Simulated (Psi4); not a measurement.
beryllium hydride (HBe), doublet, geometry from GFN2-xTB (such geometries of metal compounds can be far from the true shape); B3LYP/aug-cc-pVDZ run with Psi4.

Here is a job for Psi4.
```
memory 2 GB

molecule mol {
0 2
  Be   -0.000000   -0.000000   -0.262478
  H     0.000000    0.000000    1.049910
}

set basis aug-cc-pvdz
set reference uks

energy('b3lyp')
print_variables()
```

The log (banner, timings and long lists left out):

```
   => Loading Basis Set <=

    Name: AUG-CC-PVDZ
    Role: ORBITAL
    Keyword: BASIS

         ---------------------------------------------------------
                                   SCF
               by Justin Turney, Rob Parrish, Andy Simmonett
                          and Daniel G. A. Smith
                              UKS Reference
         ---------------------------------------------------------

  ==> Geometry <==

    Molecular point group: c2v
    Full point group: C_inf_v

    Geometry (in Angstrom), charge = 0, multiplicity = 2:

       Center              X                  Y                   Z               Mass
    ------------   -----------------  -----------------  -----------------  -----------------
         BE           0.000000000000     0.000000000000    -0.132001637680     9.012183065000
         H            0.000000000000     0.000000000000     1.180386362320     1.007825032230

  Running in c2v symmetry.

  Rotational constants: A = ************  B =     10.79754  C =     10.79754 [cm^-1]
  Rotational constants: A = ************  B = 323702.18009  C = 323702.18009 [MHz]
  Nuclear repulsion =    1.612868178221684

  Charge       = 0
  Multiplicity = 2
  Electrons    = 5
  Nalpha       = 3
  Nbeta        = 2

  ==> Algorithm <==

  SCF Algorithm Type is DF.
  DIIS enabled.
  MOM disabled.
  Fractional occupation disabled.
  Guess Type is SAD.
  Energy threshold   = 1.00e-06
  Density threshold  = 1.00e-06
  Integral threshold = 1.00e-12

  ==> Primary Basis <==

  Basis Set: AUG-CC-PVDZ
    Blend: AUG-CC-PVDZ
    Number of shells: 14
    Number of basis functions: 32
    Number of Cartesian functions: 34
    Spherical Harmonics?: true
    Max angular momentum: 2

  ==> DFT Potential <==

   => LibXC <=

    Version 7.1.2
    S. Lehtola, C. Steigemann, M. J. T. Oliveira, and M. A. L. Marques,  SoftwareX 7, 1–5 (2018) (10.1016/j.softx.2017.11.002)

   => Composite Functional: B3LYP <=

    B3LYP Hyb-GGA Exchange-Correlation Functional

    P. J. Stephens, F. J. Devlin, C. F. Chabalowski, and M. J. Frisch,  J. Phys. Chem. 98, 11623 (1994) (10.1021/j100096a001)

    Deriv               =              1
    GGA                 =           TRUE
    Meta                =          FALSE

    Exchange Hybrid     =           TRUE
    MP2 Hybrid          =          FALSE

   => Exchange Functionals <=

    0.0800   Slater exchange
    0.7200         Becke 88

   => Exact (HF) Exchange <=

    0.2000               HF

   => Correlation Functionals <=

    0.1900   Vosko, Wilk & Nusair (VWN5_RPA)
    0.8100   Lee, Yang & Parr

   => LibXC Density Thresholds  <==

    XC_HYB_GGA_XC_B3LYP:  1.00E-15

   => Molecular Quadrature <=

    Radial Scheme          =       TREUTLER
    Pruning Scheme         =           NONE
    Nuclear Scheme         =       TREUTLER

    Blocking Scheme        =         OCTREE
    BS radius alpha        =              1
    Pruning alpha          =              1
    Radial Points          =             75
    Spherical Points       =            302
    Total Points           =          44587
    Total Blocks           =            407
    Max Points             =            255
    Max Functions          =             32
    Weights Tolerance      =       1.00E-15

   => Loading Basis Set <=

    Name: (AUG-CC-PVDZ AUX)
    Role: JKFIT
    Keyword: DF_BASIS_SCF

  ==> Integral Setup <==

  SCF_SUBTYPE=INCORE selected. In-core MEM_DF algorithm will be used.
  Using in-core AOs.

  ==> MemDFJK: Density-Fitted J/K Matrices <==

    J tasked:                   Yes
    K tasked:                   Yes
    wK tasked:                   No
    Algorithm:                 Core
    Schwarz Cutoff:           1E-12
    Mask sparsity (%):       0.0000
    Fitting Condition:        1E-10

   => Auxiliary Basis Set <=

  Basis Set: (AUG-CC-PVDZ AUX)
    Blend: AUG-CC-PVDZ-JKFIT + DEF2-UNIVERSAL-JKFIT
    Number of shells: 29
    Number of basis functions: 83
    Number of Cartesian functions: 95
[...]
  Reciprocal condition number of the overlap matrix is 8.4902611155E-04.
    Using symmetric orthogonalization.

  ==> Pre-Iterations <==

  SCF Guess: Superposition of Atomic Densities via on-the-fly atomic UHF (no occupation information).

   -------------------------
    Irrep   Nso     Nmo
   -------------------------
     A1        16      16
     A2         2       2
     B1         7       7
     B2         7       7
   -------------------------
    Total      32      32
   -------------------------

  ==> Iterations <==

                           Total Energy        Delta E     RMS |[F,P]|

   @DF-UKS iter SAD:   -14.93147567288078   -1.49315e+01   0.00000e+00
   @DF-UKS iter   1:   -15.23832900252888   -3.06853e-01   7.97252e-03 ADIIS/DIIS
   @DF-UKS iter   2:   -15.25932645498184   -2.09975e-02   2.96451e-03 ADIIS/DIIS
   @DF-UKS iter   3:   -15.26271402220139   -3.38757e-03   2.13281e-04 ADIIS/DIIS
   @DF-UKS iter   4:   -15.26273788190095   -2.38597e-05   4.42982e-05 DIIS
   @DF-UKS iter   5:   -15.26273894220229   -1.06030e-06   7.62358e-06 DIIS
   @DF-UKS iter   6:   -15.26273898457424   -4.23719e-08   1.63964e-06 DIIS
   @DF-UKS iter   7:   -15.26273898697786   -2.40362e-09   1.73351e-07 DIIS
  Energy and wave function converged.

  ==> Post-Iterations <==

   Electrons on quadrature grid:
      Nalpha   =    2.9999884099 ; deviation = -1.159e-05
      Nbeta    =    1.9999933692 ; deviation = -6.631e-06
      Ntotal   =    4.9999817791 ; deviation = -1.822e-05

   @Spin Contamination Metric:   9.904392853E-04
   @S^2 Expected:                7.500000000E-01
   @S^2 Observed:                7.509904393E-01
   @S   Expected:                5.000000000E-01
   @S   Observed:                5.000000000E-01

    Orbital Energies [Eh]
    ---------------------

    Alpha Occupied:

[...]
    Alpha Virtual:

[...]
    Beta Occupied:

[...]
    Beta Virtual:

[...]
    Final Occupation by Irrep:
             A1    A2    B1    B2
    DOCC [     2,    0,    0,    0 ]
    SOCC [     1,    0,    0,    0 ]
    NA   [     3,    0,    0,    0 ]
    NB   [     2,    0,    0,    0 ]

  @DF-UKS Final Energy:   -15.26273898697786

   => Energetics <=

    Nuclear Repulsion Energy =              1.6128681782216845
    One-Electron Energy =                 -22.8614016211095290
    Two-Electron Energy =                   8.5658011337073496
    DFT Exchange-Correlation Energy =      -2.5800066777973649
    Empirical Dispersion Energy =           0.0000000000000000
    VV10 Nonlocal Energy =                  0.0000000000000000
    Total Energy =                        -15.2627389869778582

  UHF NO Occupations:
  HONO-2 :    1 A1 1.9999998
  HONO-1 :    2 A1 1.9995048
  HONO-0 :    3 A1 1.0000000
  LUNO+0 :    4 A1 0.0004952
  LUNO+1 :    5 A1 0.0000002
  LUNO+2 :    6 A1 0.0000000
  LUNO+3 :    7 A1 0.0000000

Computation Completed

Properties will be evaluated at   0.000000,   0.000000,   0.000000 [a0]

Properties computed using the SCF density matrix

 Multipole Moments:

 ------------------------------------------------------------------------------------
     Multipole            Electronic (a.u.)      Nuclear  (a.u.)        Total (a.u.)
 ------------------------------------------------------------------------------------

 L = 1.  Multiply by 2.5417464519 to convert [e a0] to [Debye]
 Dipole X            :          0.0000000            0.0000000            0.0000000
 Dipole Y            :          0.0000000            0.0000000            0.0000000
 Dipole Z            :         -1.3337054            1.2328192           -0.1008863
 Magnitude           :                                                    0.1008863

 ------------------------------------------------------------------------------------

  Variable Map:
  ----------------------------------------------------------------------------
[...]
  Array Variable Map:
  ----------------------------------------------------------------------------
[...]
[...]
```
